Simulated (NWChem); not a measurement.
# CH3F3Si; SMILES FC[SiH](F)F

```xyz
8

F      0.6040     1.9227     0.0000
C     -0.6346     1.2772     0.0000
Si    -0.3948    -0.5940     0.0000
F      0.4439    -1.0298     1.2947
F      0.4439    -1.0298    -1.2947
H     -1.2015     1.5997    -0.8852
H     -1.2015     1.5997     0.8852
H     -1.6895    -1.3130     0.0000
```
Atoms are numbered in this order, from 1.

Program: NWChem. Medium grid unless said otherwise, to which SCAN and Minnesota functionals are sensitive. All runs use the structure optimised with B3LYP/6-31G* (spherical d). B3LYP is NWChem's, with the RPA form of VWN correlation.

Task: Order these by “orbital gap (eV)”, lowest first: PBE/def2-SVP; LC-wPBE (HJS exchange hole, range parameter 0.4 per bohr)/def2-SVP; BHandHLYP/def2-SVP; B3LYP/def2-SVP; Hartree-Fock/def2-SVP.

Result: PBE/def2-SVP (6.93), B3LYP/def2-SVP (9.18), BHandHLYP/def2-SVP (12.35), LC-wPBE (HJS exchange hole, range parameter 0.4 per bohr)/def2-SVP (14.87), Hartree-Fock/def2-SVP (17.57)
